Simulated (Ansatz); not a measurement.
Geometry optimisation of ZrO₂⁺.

```yaml
crystal:
  periodic: [false, false, false]
  atoms:
    - {symbol: Zr, position_ang: [-0.564290, -0.394521, 0.056594]}
    - {symbol: O, position_ang: [-0.536615, 1.327623, -0.312155]}
    - {symbol: O, position_ang: [1.100905, -0.933093, 0.255562]}
basis:
  gaussian: {orbitals: def2-TZVP}
total_charge: 1
magnetization: {spin_polarized: true, initial_magnetization: 1}
hamiltonian: {xc: pbe0, dispersion: d4}
scf: {omitted_lower_state_checks: [starts]}
output: {orbitals: {seedname: orbitals}}
relax: {f_tol: 0.02, max_steps: 100}
```

```sh
$ ansatz run in.yaml --threads 4 --pin off --events-out ev --progress --plain --max-ram 3916MiB
```

It prints (some lines left out):

```
Functional definition: PBE0
  name "PBE0"
  cite "Adamo & Barone, J. Chem. Phys. 110, 6158 (1999) doi:10.1063/1.478522"
  cite "Perdew, Burke & Ernzerhof, Phys. Rev. Lett. 77, 3865 (1996) doi:10.1103/PhysRevLett.77.3865"
  parent pbe
  parameter a = 0.25
  parameter kappa = 0.804
  parameter beta = 0.06672455060314922
  exchange = (1 - a)*pbe_x(kappa = kappa, mu = beta*pi^2/3) + a*exact_x
  correlation = pbe_c(beta = beta)
these checks for a lower state are left out or cut short: starts
mean field -5363.57938069 eV, -197.1079066755 hartree, gradient 4.9e-5 eV, S^2 0.796704; 0 other end points of the search recorded, 0 dependent functions left out
the calculation of the forces begins
relax step   1: F+E_penalty+E_count = -5363.61937671 eV  Δ(F+E_penalty+E_count) = +0.000e0 eV  max|allowed force component| = 8.855e-1 eV/Å  Δτ_max = 0.0000 Å  (44 SCF iters, accepted)
these checks for a lower state are left out or cut short: starts, cluster_reference, orbital_swaps, neighbouring_geometries, increment
mean field -5363.62861649 eV, -197.1097160578 hartree, gradient 2.2e-5 eV, S^2 0.800473; 0 other end points of the search recorded, 0 dependent functions left out
the calculation of the forces begins
relax step   2: F+E_penalty+E_count = -5363.66864007 eV  Δ(F+E_penalty+E_count) = -4.926e-2 eV  max|allowed force component| = 2.693e-1 eV/Å  Δτ_max = 0.0494 Å  (52 SCF iters, accepted)
these checks for a lower state are left out or cut short: starts, cluster_reference, orbital_swaps, neighbouring_geometries, increment
mean field -5363.63188283 eV, -197.1098360939 hartree, gradient 1.4e-5 eV, S^2 0.803695; 0 other end points of the search recorded, 0 dependent functions left out
the calculation of the forces begins
relax step   3: F+E_penalty+E_count = -5363.67208082 eV  Δ(F+E_penalty+E_count) = -3.441e-3 eV  max|allowed force component| = 1.100e0 eV/Å  Δτ_max = 0.1503 Å  (53 SCF iters, accepted)
these checks for a lower state are left out or cut short: starts, cluster_reference, orbital_swaps, neighbouring_geometries, increment
mean field -5363.65615613 eV, -197.1107281210 hartree, gradient 1.6e-5 eV, S^2 0.797854; 0 other end points of the search recorded, 0 dependent functions left out
the calculation of the forces begins
relax step   4: F+E_penalty+E_count = -5363.69657682 eV  Δ(F+E_penalty+E_count) = -2.450e-2 eV  max|allowed force component| = 4.518e-1 eV/Å  Δτ_max = 0.0487 Å  (50 SCF iters, accepted)
these checks for a lower state are left out or cut short: starts, cluster_reference, orbital_swaps, neighbouring_geometries, increment
mean field -5363.66014858 eV, -197.1108748409 hartree, gradient 1.7e-5 eV, S^2 0.800098; 0 other end points of the search recorded, 0 dependent functions left out
the calculation of the forces begins
relax step   5: F+E_penalty+E_count = -5363.70045022 eV  Δ(F+E_penalty+E_count) = -3.873e-3 eV  max|allowed force component| = 9.779e-3 eV/Å  Δτ_max = 0.0094 Å  (44 SCF iters, accepted)
these checks for a lower state are left out or cut short: starts
mean field -5363.66014858 eV, -197.1108748409 hartree, gradient 1.9e-5 eV, S^2 0.800098; 0 other end points of the search recorded, 0 dependent functions left out
the calculation of the forces begins
Total energy: -5363.70049090 eV, -197.1123573939 hartree
Atom 0 at    -0.663216    -0.463685     0.066516 Å, force    -0.005892    -0.004119     0.000591 eV/Å
Atom 1 at    -0.409449     1.254931    -0.290177 Å, force    -0.002646     0.009779    -0.002234 eV/Å
Atom 2 at     1.072665    -0.791237     0.223662 Å, force     0.008538    -0.005660     0.001643 eV/Å
Dipole moment:    -1.165060    -0.814553     0.116846 e Å
Checks for a lower state left out: starts
```

Hardware: 4 threads of INTEL XEON PLATINUM 8581C on a shared host. Wall time 5 s.

In the def2 sets Zr takes a core potential; there is no spin–orbit coupling. No other spin state of charge 1 was run. The structure comes from a short search, and lower isomers may exist.
